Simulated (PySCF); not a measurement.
Isomers of C5H11ClS2Si, mass 197.976 u with the commonest isotopes. Level of theory: PBE0/pcSseg-1 in PySCF (dipole) on a GFN2-xTB geometry, gas phase. One conformer each, none proved a minimum here; rigid rotors.

Question: Order these by rotational constant A, largest first.
A. `[CH3:1][CH2:2][CH2:3][Si@@H:4]([Cl:5])[S:6][C:7]([CH3:8])=[S:9]` with C1–C2–C3–Si4 -179°, C2–C3–Si4–Cl5 62°, C3–Si4–S6–C7 173°, Si4–S6–C7–C8 178°
B. `[CH3:1][CH2:2][Si@@H:3]([Cl:4])[S:5][CH2:6][C:7]([CH3:8])=[S:9]` with C1–C2–Si3–Cl4 62°, C2–Si3–S5–C6 -171°, Si3–S5–C6–C7 -175°, S5–C6–C7–C8 -65°
C. `[CH3:1][C:2](=[S:3])[S:4][Si@@H:5]([Cl:6])[CH:7]([CH3:8])[CH3:9]` with C1–C2–S4–Si5 -178°, C2–S4–Si5–Cl6 70°, S4–Si5–C7–C8 178°

Answer: B (1822 MHz), A (1608 MHz), C (1449 MHz).

Question: Order these by radius of gyration √(Σ m r²/M), smallest first.
A. `[CH3:1][C:2](=[S:3])[S:4][Si@@H:5]([Cl:6])[CH:7]([CH3:8])[CH3:9]` with C1–C2–S4–Si5 -178°, C2–S4–Si5–Cl6 70°, S4–Si5–C7–C8 178°
B. `[CH3:1][CH2:2][CH2:3][Si@@H:4]([Cl:5])[S:6][C:7]([CH3:8])=[S:9]` with C1–C2–C3–Si4 -179°, C2–C3–Si4–Cl5 62°, C3–Si4–S6–C7 173°, Si4–S6–C7–C8 178°
C. `[CH3:1][CH2:2][Si@@H:3]([Cl:4])[S:5][CH2:6][C:7]([CH3:8])=[S:9]` with C1–C2–Si3–Cl4 62°, C2–Si3–S5–C6 -171°, Si3–S5–C6–C7 -175°, S5–C6–C7–C8 -65°

Answer: A (2.462 Å), B (2.667 Å), C (2.878 Å).

Question: Order these by rotational constant B, smallest first.
A. `[CH3:1][CH2:2][CH2:3][Si@@H:4]([Cl:5])[S:6][C:7]([CH3:8])=[S:9]` with C1–C2–C3–Si4 -179°, C2–C3–Si4–Cl5 62°, C3–Si4–S6–C7 173°, Si4–S6–C7–C8 178°
B. `[CH3:1][CH2:2][Si@@H:3]([Cl:4])[S:5][CH2:6][C:7]([CH3:8])=[S:9]` with C1–C2–Si3–Cl4 62°, C2–Si3–S5–C6 -171°, Si3–S5–C6–C7 -175°, S5–C6–C7–C8 -65°
C. `[CH3:1][C:2](=[S:3])[S:4][Si@@H:5]([Cl:6])[CH:7]([CH3:8])[CH3:9]` with C1–C2–S4–Si5 -178°, C2–S4–Si5–Cl6 70°, S4–Si5–C7–C8 178°

Answer: B (346.6 MHz), A (435.0 MHz), C (537.9 MHz).

```tsv
SMILES	point group	Ia (u·Å²)	Ib (u·Å²)	Ic (u·Å²)	κ	μa (D)	μb (D)	μc (D)
CCC[Si@@H](Cl)SC(C)=S	C1	314.23	1161.72	1339.37	-0.91	1.28	2.04	0.11
CC[Si@@H](Cl)SCC(C)=S	C1	277.36	1458.30	1543.00	-0.97	2.52	0.08	1.11
CC(=S)S[Si@@H](Cl)C(C)C	C1	348.80	939.55	1111.75	-0.83	1.07	2.10	0.26
```
